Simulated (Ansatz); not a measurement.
I3In, SMILES [I][In-]([I])[I], charge -1, multiplicity 2.

Geometry: PBE-D3(BJ)/def2-SVPD. The def2 effective core potentials stand for the cores of I, In; spin–orbit coupling is left out.

Two levels are set side by side: PBE/def2-TZVPD (Ansatz, an electronic-structure program) and PBE0/def2-TZVPD (Ansatz). Energy differences of separate SCF runs at the same geometry; the states with an electron removed or added have multiplicity 1. Differences are taken from unrounded values.

```csv
quantity,PBE
vertical ionisation energy (eV),3.34
```

Task: These are the PBE values. What does PBE0 give? (An estimate is asked for; the answer gives what the named calculation found.)

Result: 
| quantity | PBE0 | PBE minus PBE0 |
|---|---|---|
| vertical ionisation energy (eV) | 3.51 | -0.17 |
